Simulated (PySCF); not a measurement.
phosphorus nitride (NP), SMILES N#P. Coordinates come from a r2SCAN-D4/def2-TZVPD optimisation.

TDDFT-PBE0/def2-TZVPD (PySCF) puts the lowest singlet excitations at 4.72, 5.02, 5.02, 5.13, 5.13, 7.72 eV.

Problem. What are the lowest excitation roots from ADC(2)/aug-cc-pVDZ (PySCF)? (The exact figures need the calculation; the answer reports its results.)

Solution. 5.22, 5.22, 5.70, 6.02, 6.02, 7.87 eV. S1 differs by 0.50 eV (second minus first; roots are paired by order, and the bases may differ).
